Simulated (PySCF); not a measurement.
# Low-lying terms of Se⁴⁺ (selenium, charge +4)

Ground state [Ar] 3d10 4s2, ¹S. Calculation: PySCF 2.14, in x2c-TZVPall with one added diffuse shell each of s, p, d type (7s6p5d1f, 57 functions); scalar relativity by spin-free X2C-1e. Vertical excitation energies in eV without spin-orbit coupling; excited terms of each kind are numbered among those the solver found. Frozen: [Ar].

```csv
term,leading excitation,EOM-EE-CCSD
1 3P°,4s → p,11.252
1 1P°,4s → p,16.515
1 3D,4s → d,31.751
1 1D,4s → d,34.856
1 3S,4s → s,35.334
1 1S,4s → s,36.247
2 3P°,4s → p,40.177
2 1P°,4s → p,40.483
2 3D,4s → d,47.289
2 1D,4s → d,47.604
1 3F°,4s → f,55.180
```

Only the lower part of the computed list is shown. Doubly excited terms such as np² are absent. The solver can miss terms.
